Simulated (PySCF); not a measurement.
Molecule: SMILES C(=C(C)C)(F)CF, C5H8F2.

Bonds (- single, = double, # triple, : aromatic): C1-C2, C2-C3, C2=C4, C4-F5, C4-C6, C6-F7. C1 carries H8, H9, H10; C3 carries H11, H12, H13; C6 carries H14, H15.

Frames of a GFN2-xTB Langevin trajectory at 300 K; GIAO PBE0/pcSseg-1 shieldings in PySCF 2.14, gas phase, non-relativistic; equivalent atoms averaged within each frame.

Scale: ¹³C (σ = 186.93 ppm) and ¹H (σ = 31.72 ppm) vs TMS; CFCl3 for ¹⁹F (σ = 170.95 ppm) (reference shieldings calculated alike). The references are static minima.

Question: How do the shifts (ppm) fluctuate along the trajectory?

Answer: 
```
         time (fs)     C4     C2    C6    C1    C3      F5      F7  H14/H15  H8/H9/H10  H11/H12/H13
               250  162.1  127.0  84.5  27.1  15.3  -104.8  -248.4     5.59       2.61         1.70
               425  162.2  130.2  80.8  21.1  14.9   -99.1  -251.7     5.26       2.03         1.63
               625  159.6  127.2  80.6  15.5  20.1  -112.7  -245.4     5.34       1.02         1.69
               800  164.7  125.6  84.5  17.2  16.3   -90.0  -245.5     5.55       2.08         2.16
              1000  162.2  130.5  95.9  22.2  20.4   -90.1  -220.1     6.95       1.89         2.25
    mean of frames  162.2  128.1  85.3  20.6  17.4   -99.3  -242.2     5.74       1.93         1.89
standard deviation    1.8    2.1   6.3   4.5   2.6     9.8    12.6     0.69       0.58         0.30
```

5 frames give an uncertainty of the mean of about the standard deviation over 2.2 at best, since frames this close in time may not be independent; classical motion lacks zero-point vibration, and the reference would need the same averaging.
